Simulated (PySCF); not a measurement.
PySCF input for H5P, SMILES [H][P@TB7]([H])([H])([H])[H], PBE-D3(BJ)/def2-TZVPD. Geometry optimised at PBE-D3(BJ)/def2-TZVPD.

```python
import numpy as np
from pyscf import gto, scf, dft, df
from pyscf.hessian import thermo

mol = gto.M(
    atom='''
    P     0.00000000   -0.00000000   -0.00000000
    H    -0.00000000    0.00000001    1.49228226
    H     0.00000000   -0.00000001   -1.49228226
    H     1.44048179   -0.00000000    0.00000000
    H    -0.72024090    1.24749382   -0.00000002
    H    -0.72024090   -1.24749382    0.00000002
    ''',
    basis='def2-TZVPD',
    charge=0,
    spin=0,
    max_memory=1600,
    verbose=3,
)
mf = dft.RKS(mol, xc='pbe').density_fit(auxbasis='def2-universal-jkfit')
mf.disp = 'd3bj'
mf.grids.level = 3
mf.conv_tol = 1e-11
mf.max_cycle = 100
mf.kernel()

# [left out here: the lines that compute and print the analytic Hessian (its translational invariance restored by hand, since the grid's response is missing), thermochemistry and intensities]
```

It prints:

```
converged SCF energy = -344.09559785637

WARN: DFTD3 does not support analytical Hessian, using finite difference


WARN: Mole.unit (angstrom) is changed to Bohr

Mode                                 0                   1                   2
Irrep
Freq [cm^-1]                      449.0634            449.0821           1136.1363
Reduced mass [au]                   1.0238              1.0238              1.1069
Force const [Dyne/A]                0.1216              0.1217              0.8418
Char temp [K]                     646.1023            646.1292           1634.6472
Normal mode                   x     y     z       x     y     z       x     y     z
       0   P                -0.00  0.02 -0.00    0.02  0.00 -0.00    0.00 -0.00 -0.05
       1   H                -0.02  0.17 -0.00    0.17  0.02  0.00   -0.00  0.00  0.02
       2   H                -0.02  0.17  0.00    0.17  0.02 -0.00    0.00  0.00  0.02
       3   H                -0.01 -0.77  0.00    0.08 -0.07  0.00    0.00  0.00  0.55
       4   H                -0.32 -0.10  0.00   -0.60 -0.38  0.00   -0.00  0.00  0.55
       5   H                 0.42 -0.17  0.00   -0.52  0.36  0.00   -0.00  0.00  0.55
Mode                                 3                   4                   5
Irrep
Freq [cm^-1]                     1202.5419           1202.5477           1397.3972
Reduced mass [au]                   1.0944              1.0944              1.0080
Force const [Dyne/A]                0.9325              0.9325              1.1597
Char temp [K]                    1730.1900           1730.1983           2010.5435
Normal mode                   x     y     z       x     y     z       x     y     z
       0   P                -0.05  0.00 -0.00   -0.00 -0.05  0.00    0.00 -0.00  0.00
       1   H                 0.66 -0.00 -0.00    0.00  0.66  0.00   -0.00 -0.45 -0.00
       2   H                 0.66 -0.00  0.00    0.00  0.66 -0.00    0.00  0.45 -0.00
       3   H                 0.01 -0.00  0.00    0.00  0.17 -0.00    0.00 -0.00 -0.00
       4   H                 0.13  0.07  0.00    0.07  0.05 -0.00   -0.00  0.00 -0.54
       5   H                 0.13 -0.07  0.00   -0.07  0.05 -0.00   -0.00 -0.00  0.54
Mode                                 6                   7                   8
Irrep
Freq [cm^-1]                     1397.4031           1799.4607           1893.0501
Reduced mass [au]                   1.0080              1.0080              1.0566
Force const [Dyne/A]                1.1597              1.9231              2.2310
Char temp [K]                    2010.5519           2589.0234           2723.6777
Normal mode                   x     y     z       x     y     z       x     y     z
       0   P                -0.00  0.00  0.00   -0.00  0.00 -0.00    0.00  0.00  0.04
       1   H                -0.45  0.00  0.00    0.00  0.00  0.63   -0.00 -0.00 -0.68
       2   H                 0.45 -0.00 -0.00    0.00  0.00 -0.63    0.00 -0.00 -0.68
       3   H                -0.00  0.00 -0.62   -0.25 -0.00  0.00   -0.00  0.00  0.05
       4   H                 0.00 -0.00  0.31    0.13 -0.22 -0.00    0.00 -0.00  0.05
       5   H                 0.00  0.00  0.31    0.13  0.22 -0.00   -0.00  0.00  0.05
Mode                                 9                  10                  11
Irrep
Freq [cm^-1]                     2218.9963           2224.1305           2224.1392
Reduced mass [au]                   1.0080              1.0511              1.0511
Force const [Dyne/A]                2.9243              3.0634              3.0635
Char temp [K]                    3192.6417           3200.0286           3200.0411
Normal mode                   x     y     z       x     y     z       x     y     z
       0   P                -0.00 -0.00  0.00   -0.04  0.00  0.00   -0.00 -0.04  0.00
       1   H                -0.00 -0.00  0.31   -0.06  0.00 -0.00   -0.00 -0.06 -0.00
       2   H                -0.00 -0.00 -0.31   -0.06  0.00  0.00   -0.00 -0.06  0.00
       3   H                 0.52  0.00  0.00    0.79 -0.00  0.00    0.02  0.04 -0.00
       4   H                -0.26  0.45 -0.00    0.24 -0.34 -0.00   -0.32  0.59 -0.00
       5   H                -0.26 -0.45 -0.00    0.22  0.31  0.00    0.33  0.61 -0.00
temperature 298.1500 [K]
pressure 101325.00 [Pa]
Rotational constants [GHz] 80.54153 66.26336 66.26336
Symmetry number 6
Zero-point energy (ZPE) 0.04008 [Eh]   105235.182 [J/mol]
                           tot       elec      trans        rot        vib
Entropy [J/mol/K]       219.026      0.000    153.443     58.152      7.431
Cv [J/mol/K]             40.234      0.000     12.472     12.472     15.291
Cp [J/mol/K]             48.549      0.000     20.786     12.472     15.291
Internal energy [J/mol]                      3718.434   3718.434 106815.767
Internal energy [Eh]   -344.05208  -344.09560
Enthalpy [J/mol]                             6197.391   3718.434 106815.767
Enthalpy [Eh]          -344.05114
Gibbs free energy [J/mol]                  -39551.677 -13619.496 104600.209
Gibbs free energy [Eh] -344.07601
mode   freq/cm-1   IR/(km/mol)
   1      449.06         6.931
   2      449.08         6.935
   3     1136.14       166.679
   4     1202.54       119.962
   5     1202.55       119.945
   6     1397.40         0.000
   7     1397.40         0.000
   8     1799.46         0.000
   9     1893.05       842.022
  10     2219.00         0.000
  11     2224.13        85.409
  12     2224.14        85.384
max |gradient| / (hartree/bohr): 4.786269318622224e-05
APT charges: [ 1.1674 -0.3698 -0.3698 -0.1426 -0.1426 -0.1426]
```

The calculation finished and met its thresholds.

Cost: very roughly 16 core-seconds.
